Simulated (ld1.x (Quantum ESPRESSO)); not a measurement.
Which change was made? (Zn, ultrasoft)

ld1.x (Quantum ESPRESSO) 7.5 input, shortened:

```
&input
   title='Zn', zed=30., rel=0, dft='PBE', iswitch=3,
   config='[Ar] 3d10 4s1 4p1'
 /
 &inputp
   pseudotype=3, tm=.true., lloc=-1, rcloc=1.15,
   nlcc=.false.
 /
6
4S  1  0   1.00   0.00  2.05  2.25  0.0
4S  1  0   0.00   3.45  2.05  2.25  0.0
4P  2  1   1.00   0.00  2.25  3.00  0.0
4P  2  1   0.00   0.50  2.25  3.00  0.0
3D  3  2  10.00   0.00  0.75  1.00  0.0
3D  3  2   0.00  -0.50  0.75  1.00  0.0
 &test
   configts(1)='3d10 4s1 4p1'
 /
```

Cutoffs, loose and tight: the cutoffs (Ry, on a coarse ladder) from which the occupation-weighted sum of valence levels, in a spherical-Bessel basis at the reference potential, stays within 10 and 1 mRy of its value at 400 Ry. They do not see the model core or the augmentation charge, which bear on the density cutoff. Test errors are all-electron minus pseudo excitation energies from the reference, over the configurations 3d10 4s2 4p0; 3d10 4s1 4p0; 3d10 4s0 4p0; 3d9 4s2 4p0; 3d10 4s1.5 4p0; 3d10 4s0 4p2; 3d9 4s2 4p1; variants that change the core or the reference have their own tests.

The base gives: outcome: generated, overlap not positive; bound ghosts: not determined (overlap not positive); largest test error (meV): -229.

Task: After one change the result is: outcome: generated; bound ghosts: not determined; largest test error (meV): -611. Which change was it?
A. local potential all-electron potential smoothed inside 3.34 bohr (lloc = -1)
B. type TM; waves now 4p (bound): rc 3.00 bohr; 3d (bound): rc 1.00 bohr; 4s (bound): rc 2.25 bohr; local potential the s channel
C. all radii scaled by about 0.86 (s 1.94, p 2.58, d 0.86 bohr, rcut 1.76/1.94/0.64); local potential all-electron potential smoothed inside 0.98 bohr (lloc = -1)

Result: A. The others give: type TM; waves now 4p (bound): rc 3.00 bohr; 3d (bound): rc 1.00 bohr; 4s (bound): rc 2.25 bohr; local potential the s channel → outcome: failed: run_pseudo: Errors in PS-KS equation | all radii scaled by about 0.86 (s 1.94, p 2.58, d 0.86 bohr, rcut 1.76/1.94/0.64); local potential all-electron potential smoothed inside 0.98 bohr (lloc = -1) → outcome: generated; cutoff, loose: 200 Ry; cutoff, tight: over 300 Ry; bound ghosts: s; largest test error (meV): -193. A file whose overlap is not positive is unfit for use, and its test errors describe a broken file.
